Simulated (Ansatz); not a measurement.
Calculation: frozen-core CCSD(T)/cc-pVTZ // B3LYP-D3(BJ)/def2-SVP (Ansatz, a program for electronic structure).

Ansatz 0.2 input:
```yaml
crystal:
  periodic: [false, false, false]
  atoms:
    - { symbol: B, position_ang: [-0.005893, -0.002947, -0.004477] }
    - { symbol: C, position_ang: [-0.336495, 1.468107, -0.622024] }
    - { symbol: H, position_ang: [0.086948, 1.62353, -1.629972] }
    - { symbol: H, position_ang: [0.004804, 2.29827, 0.021217] }
    - { symbol: H, position_ang: [-1.432182, 1.563419, -0.715492] }
    - { symbol: C, position_ang: [-0.52374, -0.20278, 1.527385] }
    - { symbol: H, position_ang: [-1.627198, -0.175828, 1.523565] }
    - { symbol: H, position_ang: [-0.18493, 0.596074, 2.210363] }
    - { symbol: H, position_ang: [-0.227256, -1.172142, 1.965394] }
    - { symbol: C, position_ang: [-0.40008, -1.234289, -0.995997] }
    - { symbol: H, position_ang: [0.020863, -1.128929, -2.011439] }
    - { symbol: H, position_ang: [-1.498499, -1.251015, -1.103505] }
    - { symbol: H, position_ang: [-0.100146, -2.222556, -0.605121] }
    - { symbol: C, position_ang: [2.73401, -0.091588, 0.165887] }
    - { symbol: N, position_ang: [1.586998, -0.054315, 0.094548] }
    - { symbol: H, position_ang: [3.810261, -0.126522, 0.232856] }
basis:
  gaussian: { orbitals: cc-pVTZ }
correlation:
  method: ccsd_t
```

Output:

```
Functional definition: HF
1791 factors; integrals over basis functions are off by at most 1.2e-3 eV
mean field evaluation 1: about -6427.7690 eV, gradient 5.1e1 eV
mean field evaluation 2: about -6428.0738 eV, gradient 5.1e1 eV
mean field evaluation 4: about -6434.8826 eV, gradient 8.3e0 eV
mean field evaluation 8: about -6435.0709 eV, gradient 3.7e-1 eV
mean field evaluation 16: about -6427.7685 eV, gradient 5.1e1 eV
mean field -6435.07151522 eV, -236.4845163363 hartree, gradient 1.9e-6 eV, S^2 0.000000; 0 other end points of the search recorded, 0 dependent functions left out
6 core orbitals not correlated
reference -6435.07151522 eV, -236.4845163363 hartree; 17, 17 occupied and 297, 297 virtual orbitals, 1791 factors
second order -27.59921721 eV of doubles, -0.00000000 eV of singles
cycle   1  -27.96687339 eV  change   -3.7e-1 eV  update   1.2e-1
cycle   2  -28.71755055 eV  change   -7.5e-1 eV  update   3.6e-2
cycle   3  -28.87716442 eV  change   -1.6e-1 eV  update   1.8e-2
cycle   4  -28.87726767 eV  change   -1.0e-4 eV  update   5.0e-3
cycle   5  -28.88020035 eV  change   -2.9e-3 eV  update   2.7e-3
cycle   6  -28.88115704 eV  change   -9.6e-4 eV  update   7.5e-4
cycle   7  -28.88105831 eV  change    9.9e-5 eV  update   3.5e-4
cycle   8  -28.88113077 eV  change   -7.2e-5 eV  update   1.3e-4
cycle   9  -28.88110070 eV  change    3.0e-5 eV  update   5.2e-5
cycle  10  -28.88107088 eV  change    3.0e-5 eV  update   2.0e-5
perturbative correction -1.27617871 eV, -0.0468987025 hartree
Total energy: -6465.22876481 eV, -237.5927748174 hartree
```

Cost: about 40 core-minutes (a rough figure).
